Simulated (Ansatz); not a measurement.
SiAu2. Total charge 0; singlet. Geometry PBE-D4/def2-TZVP.

```tsv
atom	x (Å)	y (Å)	z (Å)
Au1	1.354	-0.357	-1.029
Au2	-1.258	-0.681	0.986
Si3	-0.096	1.038	0.043
```

In the def2 sets Au takes a core potential; there is no spin–orbit coupling. LC-ωPBE has ω = 0.4 bohr⁻¹. The structure comes from a short search, and lower isomers may exist.

(1) Estimate the orbital energies around the gap (eV) in Ansatz with PBE-D4/def2-SVP, PBE-D4/def2-TZVP, r2SCAN-D4/def2-TZVPD, PBE0-D4/def2-TZVP, LC-ωPBE/def2-TZVP.

Answers

(1) 
| orbital | PBE-D4/def2-SVP | PBE-D4/def2-TZVP | r2SCAN-D4/def2-TZVPD | PBE0-D4/def2-TZVP | LC-ωPBE/def2-TZVP |
| --- | --- | --- | --- | --- | --- |
| HOMO−13 | -60.54 | -60.54 | -62.31 | -64.26 | -65.97 |
| HOMO−12 | -12.97 | -12.90 | -13.26 | -14.36 | -17.31 |
| HOMO−11 | -9.30 | -9.24 | -9.52 | -10.55 | -13.05 |
| HOMO−10 | -8.63 | -8.62 | -8.89 | -10.08 | -12.76 |
| HOMO−9 | -8.61 | -8.58 | -8.84 | -9.96 | -12.57 |
| HOMO−8 | -8.00 | -7.99 | -8.23 | -9.36 | -11.88 |
| HOMO−7 | -7.73 | -7.72 | -7.98 | -9.15 | -11.69 |
| HOMO−6 | -7.71 | -7.70 | -7.93 | -9.00 | -11.63 |
| HOMO−5 | -7.45 | -7.45 | -7.73 | -8.97 | -11.59 |
| HOMO−4 | -7.44 | -7.44 | -7.72 | -8.96 | -11.52 |
| HOMO−3 | -7.27 | -7.27 | -7.54 | -8.77 | -11.36 |
| HOMO−2 | -7.24 | -7.24 | -7.51 | -8.75 | -11.34 |
| HOMO−1 | -5.97 | -5.95 | -6.12 | -6.70 | -8.67 |
| HOMO | -5.89 | -5.89 | -5.96 | -6.50 | -8.34 |
| LUMO | -4.03 | -4.02 | -3.91 | -3.18 | -0.96 |
| LUMO+1 | -2.66 | -2.76 | -2.55 | -2.04 | -0.21 |
| LUMO+2 | -2.51 | -2.60 | -2.42 | -1.84 | 0.02 |
| LUMO+3 | -0.64 | -0.80 | -0.64 | -0.19 | 1.39 |
| LUMO+4 | -0.08 | -0.27 | -0.02 | 0.37 | 2.05 |
| LUMO+5 | -0.02 | -0.20 | 0.09 | 0.48 | 2.28 |
